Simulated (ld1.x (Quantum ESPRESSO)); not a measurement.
Plane-wave convergence, PAW potential for H (Z = 1)

H (Z = 1), PAW, made with ld1.x (Quantum ESPRESSO) 7.5 (PBE, scalar-relativistic). Core none, reference 1s0.5 (charge +0.5). Waves: 1s (bound): rcut 1.05, rcutus 1.25 bohr; 1s channel at -0.55 Ry: rcut 1.05, rcutus 1.25 bohr; 2p channel at 0.05 Ry: rcut 1.10, rcutus 1.20 bohr; 2p channel at 1.95 Ry: rcut 1.10, rcutus 1.20 bohr. Local part: all-electron potential smoothed inside 1.20 bohr (lloc = -1). Core correction: none. Augmentation charge: GAUSS, radius 1.10 bohr.

The pseudo-atom Hamiltonian at the reference potential is diagonalised in spherical Bessel functions j_l(qr) that vanish at 20 bohr, with q² up to the cutoff. All-electron valence levels (Ry): 1s -0.9320.

How do the lowest levels (Ry) of each channel move with the cutoff, and are there ghosts?

```json
{"cutoff (Ry)": "8", "s #1": "-0.8842", "s #2": "-0.1243", "p #1": "-0.1198", "d #1": "-0.0091", "d #2": "0.0839", "f #1": "0.0429", "f #2": "0.1695", "Σ f·Δε (mRy)": "23.9"}
{"cutoff (Ry)": "10", "s #1": "-0.9023", "s #2": "-0.1263", "p #1": "-0.1199", "d #1": "-0.0091", "d #2": "0.0839", "f #1": "0.0429", "f #2": "0.1695", "Σ f·Δε (mRy)": "14.8"}
{"cutoff (Ry)": "12", "s #1": "-0.9143", "s #2": "-0.1276", "p #1": "-0.1200", "d #1": "-0.0091", "d #2": "0.0839", "f #1": "0.0429", "f #2": "0.1695", "Σ f·Δε (mRy)": "8.8"}
{"cutoff (Ry)": "15", "s #1": "-0.9220", "s #2": "-0.1285", "p #1": "-0.1201", "d #1": "-0.0091", "d #2": "0.0839", "f #1": "0.0429", "f #2": "0.1695", "Σ f·Δε (mRy)": "5.0"}
{"cutoff (Ry)": "18", "s #1": "-0.9281", "s #2": "-0.1291", "p #1": "-0.1201", "d #1": "-0.0091", "d #2": "0.0839", "f #1": "0.0429", "f #2": "0.1695", "Σ f·Δε (mRy)": "2.0"}
{"cutoff (Ry)": "21", "s #1": "-0.9301", "s #2": "-0.1293", "p #1": "-0.1202", "d #1": "-0.0091", "d #2": "0.0839", "f #1": "0.0429", "f #2": "0.1695", "Σ f·Δε (mRy)": "1.0"}
{"cutoff (Ry)": "25", "s #1": "-0.9311", "s #2": "-0.1295", "p #1": "-0.1202", "d #1": "-0.0091", "d #2": "0.0839", "f #1": "0.0429", "f #2": "0.1695", "Σ f·Δε (mRy)": "0.4"}
{"cutoff (Ry)": "30", "s #1": "-0.9318", "s #2": "-0.1295", "p #1": "-0.1202", "d #1": "-0.0091", "d #2": "0.0839", "f #1": "0.0429", "f #2": "0.1695", "Σ f·Δε (mRy)": "0.1"}
{"cutoff (Ry)": "400", "s #1": "-0.9320", "s #2": "-0.1295", "p #1": "-0.1202", "d #1": "-0.0091", "d #2": "0.0839", "f #1": "0.0429", "f #2": "0.1695", "Σ f·Δε (mRy)": "0.0"}
```

Result: no extra level below or beside the all-electron valence levels (s, p, d, f tested); 10 mRy is reached at 12 Ry and 1 mRy at 21 Ry.
